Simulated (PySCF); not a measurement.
## Computed spin Hamiltonian

C₄H₁₀NOSi₂ (doublet state).
Atom-mapped SMILES: `[CH:1]#[C:2][Si:3]([NH:4][CH3:5])[SiH2:6][O:7][CH3:8]` (hydrogens: H9 on C1; H10 on N4; H11, H12, H13 on C5; H14, H15 on Si6; H16, H17, H18 on C8)

Structure used (GFN2-xTB), in Å, numbered top down from 1:
```
atom  x, y, z in Å
C1    -0.6661    3.5333   -0.3981
C2    -0.7435    2.3556   -0.1486
Si3   -0.7228    0.6072    0.4683
N4    -2.2847    0.0678   -0.0603
C5    -2.8219   -1.2374    0.2100
Si6    0.8533   -0.8421   -0.2977
O7     2.1021    0.0018    0.3201
C8     3.4414   -0.3467    0.2508
H9    -0.6230    4.5516   -0.6622
H10   -3.0089    0.7538   -0.2038
H11   -3.4597   -1.5640   -0.6157
H12   -3.4170   -1.2631    1.1307
H13   -2.0029   -1.9471    0.3118
H14    1.1475   -1.1874   -1.7056
H15    0.7800   -2.1705    0.3515
H16    3.7797   -0.3983   -0.7879
H17    4.0223    0.4116    0.7771
H18    3.6155   -1.3199    0.7187
```

The hyperfine couplings belong to this conformer and change with its torsions.

Computed, not measured: UKS B3LYP, pcH-1 on C H N O Si, non-relativistic, mean-field spin-orbit, GIAO (PySCF 2.14.0). Isolated species at its GFN2-xTB geometry (one conformer only). The geometry wasn't refined by DFT: couplings that depend on bond lengths, twists or pyramidal angles can differ widely from those at the functional's own minimum, by a factor of two or more for some ions and for spin on atoms past the first row. Stability of the SCF solution: not tested.

| Item | Value |
| --- | --- |
| g1, g2, g3 | 2.00189, 2.00215, 2.00361 |
| g_iso | 2.00255 |
| Form of g | rhombic: the two nearest values differ by 15 % of g3 − g1 |
| ⟨S²⟩ | 0.7542 (exact 0.7500) |
| α and β electrons | 39, 38 |
| HOMO–LUMO gap, α and β orbitals | 4.05, 4.44 eV |
| Total energy | -867.38928 Eh |
| Basis functions | 320 |

Isotropic coupling and dipolar principal values T1 to T3, in 10⁻⁴ cm⁻¹; ρ(0) is the spin density at the nucleus (1 × 10⁻⁴ cm⁻¹ = 2.998 MHz):

```csv
atom,isotope,a_iso,of which spin–orbit,T1,T2,T3,Mulliken spin population,ρ(0) (bohr⁻³)
C1,13C,3.7,0.0,-2.6,-2.6,5.2,0.10,0.0098
C2,13C,9.6,0.0,-2.2,-0.3,2.5,-0.05,0.0256
Si3,29Si,-149.7,0.3,-39.8,19.1,20.7,0.66,0.5058
N4,14N,3.1,0.0,-3.8,-3.7,7.6,0.19,0.0287
C5,13C,-1.8,0.0,-0.3,-0.1,0.5,-0.01,-0.0048
Si6,29Si,-46.3,0.1,-8.9,3.9,5.0,0.09,0.1564
O7,17O,1.3,0.0,-0.7,0.2,0.4,0.00,-0.0062
C8,13C,0.3,0.0,-0.1,0.0,0.1,0.00,0.0007
H9,1H,-2.4,0.0,-1.5,-0.2,1.7,0.00,-0.0016
H10,1H,-5.3,0.0,-4.5,-1.2,5.7,-0.01,-0.0036
H11,1H,4.4,0.0,-0.7,-0.6,1.3,0.00,0.0030
H12,1H,6.5,0.0,-0.8,-0.5,1.3,0.01,0.0044
H13,1H,0.3,0.0,-0.7,-0.5,1.3,0.00,0.0002
H14,1H,17.1,0.0,-0.9,-0.1,1.0,0.03,0.0114
H15,1H,-2.4,0.0,-0.8,-0.4,1.2,0.00,-0.0016
H16,1H,0.7,0.0,-0.3,-0.2,0.4,0.00,0.0005
H17,1H,0.4,0.0,-0.2,-0.2,0.4,0.00,0.0003
H18,1H,0.1,0.0,-0.3,-0.2,0.4,0.00,0.0000
```

The largest Mulliken spin populations are on Si3 (+0.66), N4 (+0.19), C1 (+0.10) and Si6 (+0.09). The angles at Si3 add up to 329.1°, so it is pyramidal.

Axes: g2 points within 7° of the Si3–Si6 bond.

Under fast tumbling the dipolar parts average out, and these isotropic splittings remain: 2 × 1H (H14/H15, I = 1/2, 3 lines) with 0.79 mT, 1 × 1H (H10, I = 1/2, 2 lines) with 0.57 mT, 3 × 1H (H11/H12/H13, I = 1/2, 4 lines) with 0.40 mT, 1 × 14N (N4, I = 1, 3 lines) with 0.33 mT, 1 × 1H (H9, I = 1/2, 2 lines) with 0.26 mT and 3 × 1H (H16/H17/H18, I = 1/2, 4 lines) with 0.04 mT.

Nuclei that the bonding pattern makes equivalent are averaged, as if the motion that swaps them (rotation, inversion, ring flip) were fast. The three 1H nuclei of mean +11.2 MHz run from 0.8 to 19.5 MHz in the frozen geometry. The 1H value of +22.0 MHz is a mean of couplings from -7.1 to 51.2 MHz in this one geometry, not an average over conformers.

The 13C coupling of C2 (28.8 MHz) shows only in satellite lines or after enrichment, since that isotope makes up about 1.07 % of natural carbon.

The 29Si coupling of Si3 (-448.7 MHz) shows only in satellite lines or after enrichment, since that isotope makes up about 4.7 % of natural silicon.

The run took 2.1 min (with the writing of density and orbital grids) on an Arm Neoverse V2 with one thread, shared host with 96 logical CPUs at a one-minute load of 42, and the process peaked at 1.1 GiB of memory.
